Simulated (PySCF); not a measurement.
C2H5FSSi.
Atom-mapped SMILES: `[CH3:1][C:2](=[S:3])[SiH2:4][F:5]` (hydrogens: H6, H7, H8 on C1; H9, H10 on Si4)

Method used: PBE0-D3(BJ)/def2-SVP geometry optimisation, gas phase (PySCF).

Task: What internal coordinates does the optimisation give?

Result: 
```json
{"bond": "C1–C2", "length (Å)": "1.487", "order": "single"}
{"bond": "C2=S3", "length (Å)": "1.628", "order": "double"}
{"bond": "C2–Si4", "length (Å)": "1.886", "order": "single"}
{"bond": "Si4–F5", "length (Å)": "1.633", "order": "single"}
{"bond": "C1–H6, C1–H7, C1–H8", "length (Å)": "1.102", "order": "single"}
{"bond": "Si4–H9, Si4–H10", "length (Å)": "1.486", "order": "single"}
```

Bonds in one row agree within 0.01 Å and their mean is given. Orders are formal, as drawn. A selection of angles:
```json
{"angle": "C2–C1–H6", "degrees": "109.6"}
{"angle": "C2–C1–H8", "degrees": "111.9"}
{"angle": "H6–C1–H7", "degrees": "105.4"}
{"angle": "H6–C1–H8", "degrees": "109.7"}
{"angle": "C1–C2–S3", "degrees": "125.2"}
{"angle": "C1–C2–Si4", "degrees": "122.3"}
{"angle": "S3–C2–Si4", "degrees": "112.5"}
{"angle": "C2–Si4–F5", "degrees": "109.2"}
{"angle": "C2–Si4–H9", "degrees": "109.7"}
{"angle": "F5–Si4–H9", "degrees": "108.2"}
{"angle": "H9–Si4–H10", "degrees": "112.3"}
```

Dihedral angles: C1–C2–Si4–F5 -1° (synperiplanar).

The 5 heavy atoms lie in one plane (0.008 Å rms). Si4 (fluorine-bound silicon) is tetrahedral (angles from 108.0° to 112.3°).

PBE0-D3(BJ)/def2-SVP frequencies: not computed here. The numbers are those of one conformer.
